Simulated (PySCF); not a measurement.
## SrF⁻: one state, many levels of theory

State: ¹Σ⁺ (singlet), closed shell. Set-up: Sr def2-SVPD with ECP28, F def2-SVPD; scalar-relativistic core potentials (PySCF 2.14). De refers to Sr + F⁻ in their ground configurations, without counterpoise correction. A positive dipole points towards F; it is taken about the centre of mass and depends on that origin.

```csv
Level,Re (Å),ωe (cm⁻¹),De (eV),μ (D)
RHF,2.210,426,n/a,2.15
RHF-MP2,2.202,429,2.99,n/a
RHF-SCS-MP2,2.207,427,2.98,n/a
RHF-CCSD,2.201,435,n/a,n/a
RHF-CCSD(T),2.202,433,3.11,n/a
PBE,2.183,421,2.92,1.22
PBEsol,2.161,438,3.07,1.33
r²SCAN,2.175,436,3.16,1.58
r²SCANh,2.174,438,3.14,1.58
PBE0,2.176,433,2.99,1.52
HSE06,2.176,434,2.99,1.35
M06-2X,2.184,431,2.95,0.72
```

Q: Which functional lies closest to RHF-CCSD(T) in De, which farthest, and by how much do they differ from it?

A: Closest is r²SCANh (-2.8 pm in Re, +1.2 % in ωe, +0.03 eV in De against RHF-CCSD(T) in the same basis), farthest PBE (-1.9 pm in Re, -2.8 % in ωe, -0.19 eV in De). CCSD(T) converges more slowly with the basis than the functionals do and binds too weakly in this one, so the order can change at the basis-set limit.

Q: What does a quarter of exact exchange do here, going from PBE to PBE0?

A: PBE0 less PBE: -0.7 pm in Re, +2.9 % in ωe, +0.07 eV in De. Exact exchange removes part of the self-interaction that spreads semilocal densities, and in most molecules shortens and stiffens the bond and lowers De; here De goes the other way.

Correlated steps freeze 1 core orbital. Correlated levels converge slowly with the basis: in double zeta they bind strong bonds too weakly, by up to about 1 eV, and carry superposition errors of some tenths. For an ion De counts to the pair picked by the measured ionisation energies or electron affinities, which need not be the lowest pair at this level. The highest Kohn–Sham level is positive in this anion. Much of that is self-interaction error, but it also means that the finite basis helps to hold the extra electron. The CCSD T1 diagnostic is raised, a sign that a single reference may not be enough here.
